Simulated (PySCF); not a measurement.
Identify the unknown among the candidates.

| technique | computed result |
| --- | --- |
| 13C NMR | chemical shifts (computed TMS as zero) by class: 26.4 (2 C), 23.5 (2 C), 13.0 (1 C), 11.2 (2 C) ppm [GIAO PBE0/pcSseg-1] |
| UV, strongest line | among the 10 lowest singlet transitions: S10 at 9.18 eV (135 nm, f = 0.065) [TDDFT wB97X-D/def2-SVPD] |
| Triplet | lowest triplet excitation (Tamm–Dancoff): 7.56 eV [TDA wB97X-D/def2-SVPD] |
| Couplings | largest of the computed one-bond spin–spin couplings (means over like bonds): 13C–1H +167.7, 13C–1H +165.5 (×2), 13C–1H +164.2, 13C–1H +133.1 (×2), 13C–1H +132.3 (×2), 13C–1H +131.1 (×2), 13C–1H +131.1 (×2), 13C–13C +44.5 (×2) Hz [B3LYP/pcJ-1, spin–dipole term left out] |
| Dipole | 0.17 D [wB97X-D/def2-SVPD] |
| 1H NMR | chemical shifts (computed TMS as zero) by class: 1.75 (2 H), 1.53 (2 H), 1.10 (2 H), 0.98 (2 H), 0.69 (2 H), 0.59 (1 H), -0.10 (1 H) ppm [GIAO PBE0/pcSseg-1] |
| Valence photoelectron | vertical ionisation energy: 9.54 eV [ΔSCF wB97X-D/def2-SVPD] |
| Rotational structure | rotational constants A, B, C: 3.826, 2.991, 2.042 GHz [PBE0-D3(BJ)/def2-SVP] |
| Polarisability | 76.9 au [wB97X-D/def2-SVPD] |
| UV, first state | lowest singlet excitation: 7.68 eV (161 nm, f = 0.001) [TDDFT wB97X-D/def2-SVPD] |

Electronic properties: PySCF, gas phase, density fitting. Levels stand in brackets. Isolated species at its PBE0-D3(BJ)/def2-SVP geometry (one conformer only). NMR classes are plain means over equivalent atoms (diastereotopic ones count apart unless rotation or inversion swaps them), as if these changed places fast.

Task: Which candidate is it?
A. `C=C1CCCCC1`
B. `C1C[C@H]2C[C@@H](C1)C2`
C. `C1CC[C@H]2C[C@H]2C1`
D. `C#CC[C@@H](C)CC`

Result: C. It is `C1CC[C@H]2C[C@H]2C1`. Numbering: `[CH2:1]1[CH2:2][CH2:3][C@H:4]2[CH2:5][C@H:6]2[CH2:7]1`. Its formula, C7H12, gives 2 degrees of unsaturation: 2 rings and 0 π bonds in the structure found. 7 carbons fall into 4 classes; from least to most shielded: ring CH2 carbon [C3/C7] (26.4 ppm, 2 C), ring CH2 carbon [C1/C2] (23.5 ppm, 2 C, up to 3.2 ppm apart in this geometry), three-membered-ring carbon [C5] (13.0 ppm), sp3 carbon at a ring junction [C4/C6] (11.2 ppm, 2 C, up to 2.1 ppm apart in this geometry). Hydrogen classes from least to most shielded: 2 H on 2 ring CH2 carbons, C3/C7 (1.75 ppm), 2 H on 2 ring CH2 carbons, C3/C7 (1.53 ppm, a mean of values up to 0.5 ppm apart in this geometry), 2 H on 2 ring CH2 carbons, C1/C2 (1.10 ppm), 2 H on 2 ring CH2 carbons, C1/C2 (0.98 ppm), 2 H on 2 like atoms (sp3 carbon at a ring junction), C4/C6 (0.69 ppm), 1 H on a three-membered-ring carbon, C5 (0.59 ppm), 1 H on a three-membered-ring carbon, C5 (-0.10 ppm). The couplings run between: +167.7 Hz, three-membered-ring carbon [C5] and its hydrogen; +165.5 Hz, sp3 carbon at a ring junction [C4] and its hydrogen (with 1 like pair); +164.2 Hz, three-membered-ring carbon [C5] and its hydrogen; +133.1 Hz, ring CH2 carbon [C3] and its hydrogen (with 1 like pair); +132.3 Hz, ring CH2 carbon [C1] and its hydrogen (with 1 like pair); +131.1 Hz, ring CH2 carbon [C1] and its hydrogen (with 1 like pair); +131.1 Hz, ring CH2 carbon [C3] and its hydrogen (with 1 like pair); +44.5 Hz, ring CH2 carbon [C3] and sp3 carbon at a ring junction [C4] (with 1 like pair). The first electron is taken from the HOMO, whose largest Löwdin shares are 0.26 on an sp3 carbon at a ring junction, 0.23 on an sp3 carbon at a ring junction, 0.10 on the three-membered-ring carbon and 0.09 on a ring CH2 carbon. The optimised geometry has point group C1 and is an asymmetric top.

The others, at the same levels:
- `C#CC[C@@H](C)CC` fails: it has 7 carbon classes against 4; its computed 13C shifts are 84.3 (1 C), 76.4 (1 C), 35.1 (1 C), 28.9 (1 C), 23.1 (1 C), 22.4 (1 C), 13.6 (1 C) ppm, 1H shifts are 2.49 (1 H), 2.02 (1 H), 1.78 (1 H), 1.51 (1 H), 1.13 (1 H), 1.08 (1 H), 1.06 (3 H), 0.94 (3 H) ppm and rotational constant A is 3.027 GHz (against 3.826 GHz).
- `C=C1CCCCC1` fails: it has 5 carbon classes against 4; its computed 13C shifts are 158.1 (1 C), 114.6 (1 C), 38.3 (2 C), 30.9 (2 C), 28.7 (1 C) ppm, 1H shifts are 4.95 (2 H), 2.04 (4 H), 1.44 (4 H), 1.42 (2 H) ppm and lowest singlet excitation is 7.00 eV (177 nm, f = 0.330) (against 7.68 eV).
- `C1C[C@H]2C[C@@H](C1)C2` fails: its computed 13C shifts are 35.5 (2 C), 34.6 (2 C), 32.0 (2 C), 18.3 (1 C) ppm, 1H shifts are 2.08 (2 H), 1.93 (2 H), 1.68 (4 H), 1.66 (2 H), 1.29 (2 H) ppm and smallest rotational constant is 2.504 GHz (against 2.042 GHz).

Each candidate is one conformer, not necessarily the lowest. The conformers computed, where there is a choice (atom-mapped SMILES and torsion angles):
- `[CH:1]#[C:2][CH2:3][C@@H:4]([CH3:5])[CH2:6][CH3:7]`: C2–C3–C4–C5 -66°, C3–C4–C6–C7 57°

The conformers of `C1CC[C@H]2C[C@H]2C1`, `C=C1CCCCC1` and `C1C[C@H]2C[C@@H](C1)C2` aren't listed.
